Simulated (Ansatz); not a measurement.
Consider the isomerisation: `CN1[SiH2][SiH2]1` → `N[SiH]1C[SiH2]1`.

Isolated molecules relaxed with PBE0-D4/def2-TZVP in Ansatz; ΔE leaves out vibrations. CBS: MP2 limit from def2 TZ/QZ plus the TZ coupled-cluster correction, frozen cores. DFT in def2-TZVPP. B3LYP here is the variant with VWN-RPA as its local correlation; programs differ in this. Each species was taken in one conformer, which may not be the lowest.

Question: Is it downhill or uphill in electronic energy at CCSD(T)/CBS, and by how much? (Estimate.)

Answer: Ansatz gave: Downhill: ΔE = -5.5 kcal/mol.

Question: What do these levels give: LDA (SPW92), PBE-D4, B97M-V, r2SCAN0-D4, B2PLYP, PBE-QIDH, PBE, PBE0, B3LYP, HF/def2-SVP, CCSD/def2-SVP, CCSD/def2-TZVPP? (An estimate is asked.)

Answer: Ansatz gave: LDA (SPW92) -6.1, PBE-D4 -5.5, B97M-V -6.1, r2SCAN0-D4 -6.1, B2PLYP -4.1, PBE-QIDH -5.5, PBE -5.6, PBE0 -5.9, B3LYP -3.8, HF/def2-SVP -0.2, CCSD/def2-SVP -0.4, CCSD/def2-TZVPP -4.5 kcal/mol.

Largest T1 diagnostic among the species: 0.013.

Leaving LDA and LC-ωPBE aside and taking each functional with its dispersion term where it has one, the values, not all of them listed here, spread over 3.0 kcal/mol, from r2SCAN0-D4 to BLYP-D4. In def2-TZVPP, CCSD(T) changes the Hartree–Fock value by −2.6 kcal/mol (the triples alone add −0.2 kcal/mol) and MP2 by −2.8 kcal/mol.
